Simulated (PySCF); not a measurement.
Bonding in `C[SiH2]C[C@H](CF)[SiH2]N`

Species: C4H14FNSi2.
SMILES with atom numbers: `[CH3:1][SiH2:2][CH2:3][C@H:4]([CH2:5][F:6])[SiH2:7][NH2:8]` (hydrogens: H9, H10, H11 on C1; H12, H13 on Si2; H14, H15 on C3; H16 on C4; H17, H18 on C5; H19, H20 on Si7; H21, H22 on N8)

Geometry (GFN2-xTB, Å), atoms numbered from 1 in this order:
```
atom  x, y, z in Å
C1     3.203    1.299    0.296
Si2    2.061   -0.216    0.314
C3     0.322    0.334   -0.240
C4    -0.786   -0.702   -0.042
C5    -0.591   -1.859   -1.003
F6    -1.542   -2.835   -0.801
Si7   -2.518    0.077   -0.274
N8    -2.583    1.341    0.899
H9     2.843    2.078    0.962
H10    3.277    1.729   -0.699
H11    4.206    1.034    0.614
H12    1.982   -0.767    1.675
H13    2.621   -1.241   -0.579
H14    0.339    0.628   -1.292
H15    0.049    1.232    0.317
H16   -0.706   -1.111    0.971
H17    0.381   -2.347   -0.869
H18   -0.697   -1.535   -2.044
H19   -3.553   -0.957   -0.175
H20   -2.592    0.760   -1.569
H21   -2.344    1.127    1.854
H22   -3.382    1.952    0.884
```

Bond orders from the PBE0/pcSseg-1 density (PySCF). Isolated species at its GFN2-xTB geometry (one conformer only).

Question: Where do the orders between heavy atoms depart from those drawn in the SMILES?

Answer: The largest departure is 0.142, at C4–Si7 (drawn single, 0.858). Drawn single, order below 0.88: C5–F6 (0.871) and C4–Si7 (0.858).

Question: Set the Mayer orders of the bonds between heavy atoms beside their lengths.

Answer: 
```
  bond  drawn as  length (Å)  Mayer order
C1–Si2    single       1.897        0.960
Si2–C3    single       1.906        0.900
 C3–C4    single       1.530        0.995
 C4–C5    single       1.517        1.016
 C5–F6    single       1.377        0.871
C4–Si7    single       1.913        0.858
Si7–N8    single       1.726        1.016
```

By pair of heavy elements: C–Si: lowest C4–Si7 (0.858, 1.913 Å), highest C1–Si2 (0.960, 1.897 Å). C–C: lowest C3–C4 (0.995, 1.530 Å), highest C4–C5 (1.016, 1.517 Å).

Question: And the bonds to hydrogen?

Answer: C–H: 0.93 to 0.96 (8 bonds); H–Si: 0.90 to 0.95 (4 bonds); H–N: 0.95 (2 bonds).

Question: Sum the orders of all bonds at each heavy atom with more than one neighbour and set the sums beside the valence in the SMILES.

Answer: C1 3.838 (drawn 4), Si2 3.750 (drawn 4), C3 3.764 (drawn 4), C4 3.796 (drawn 4), C5 3.787 (drawn 4), Si7 3.706 (drawn 4), N8 2.916 (drawn 3). Orders between atoms that aren't bonded are not in these sums.

For a closed shell the Mayer order of atoms A and B is Σ (PS)μν (PS)νμ over the basis functions μ on A and ν on B, with P the density and S the overlap matrix.
